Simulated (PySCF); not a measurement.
Computed shifts of a molecule C2H5NOSi, KT2/pcSseg-1 run with PySCF, GIAO, gas phase, atoms alike by connectivity averaged where their shifts nearly agree, in ppm (number of nuclei): ¹⁵N: 286.1 (1). ¹³C: 107.8 (1), 5.0 (1). ²⁹Si: -11.8 (1). ¹H: 5.51 (2), 2.26 (2), 0.87 (1). References: ¹⁵N against NH3 (σ = 266.2 ppm); ¹³C against TMS (σ = 185.1 ppm); ²⁹Si against TMS (σ = 361.9 ppm); ¹⁷O against H2O (σ = 330.4 ppm); ¹H against TMS (σ = 31.47 ppm), references at their B3LYP-D3(BJ)/def2-TZVP geometries, non-relativistic. Geometry: B3LYP-D3(BJ)/def2-SVP. The values are those of a single conformer.

### Question
Pick the molecule that these values belong to.
A. [SiH3][C@H]1N=CO1
B. O=C/N=C/[SiH3]
C. N#CC[SiH2]O
D. O[Si@@H]1C=NC1

### Answer
C, N#CC[SiH2]O
